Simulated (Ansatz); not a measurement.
`O=C=[N][AlH][Cl]` + H₂ → `O=C=[N][AlH2]` + HCl at 298.15 K and 1 bar (hydrogenolysis of the Al–Cl bond).

Program: Ansatz. Geometries: PBE0-D4/def2-TZVP. ΔE: electronic, gas phase. CCSD(T)/CBS adds triple-zeta CCSD(T) − MP2 to the extrapolated MP2 energy (def2 sets, frozen cores). This one scheme is used for every species. One conformer a species, not always the lowest.

```
           species  CCSD(T)/CBS energy (Eh)  H − E (kJ/mol)  S (J/(mol·K))
`O=C=[N][AlH][Cl]`               -870.43852            77.0          341.2
                H₂                 -1.17544            35.1          130.4
   `O=C=[N][AlH2]`               -411.17628            86.9          299.3
               HCl               -460.38127            26.6          186.8
```

H − E and S are ideal-gas, rigid-rotor, harmonic terms from PBE0-D4/def2-TZVP, for one conformer and one mirror image of each species. The MP2-based limit puts H₂ 0.8 mEh under its directly extrapolated value; such offsets cancel only in part. 1 Eh = 2625.50 kJ/mol, R = 8.31446 J/(mol·K).

By hand: ΔE, ΔH, ΔS and ΔG.

ΔE = (-411.17628) + (-460.38127) − (-870.43852) − (-1.17544) = 0.05641 Eh = 148.1 kJ/mol. Δ(H − E) = 86.9 + 26.6 − 77.0 − 35.1 = 1.4, so ΔH = 149.5 kJ/mol. ΔS = 299.3 + 186.8 − 341.2 − 130.4 = 14.5 J/(mol·K). ΔG = 149.5 − 298.15 × (14.5)/1000 = 145.2 kJ/mol.

By hand: the equilibrium constant, and the temperature at which ΔG would vanish if ΔH and ΔS stayed fixed.

log₁₀ K = −ΔG/(RT ln 10) = -25.4. ΔG = 0 at ΔH/ΔS = 10310 K, far beyond where these terms or the molecules hold.

The number of gas molecules stays the same, so ΔS is small and ΔH decides. A doubt of 5 kJ/mol in ΔE shifts log₁₀ K by 0.9 here. Other conformers and mirror images would add mixing entropy, several J/(mol·K) or more a flexible species. Modes under 60 cm⁻¹, often nearly free rotors, make the harmonic entropy too high. These are equilibria of isolated gas molecules and say nothing of rates. Largest T1 diagnostic: 0.016 (customary marks: 0.02 for closed shells, 0.045 for open ones).
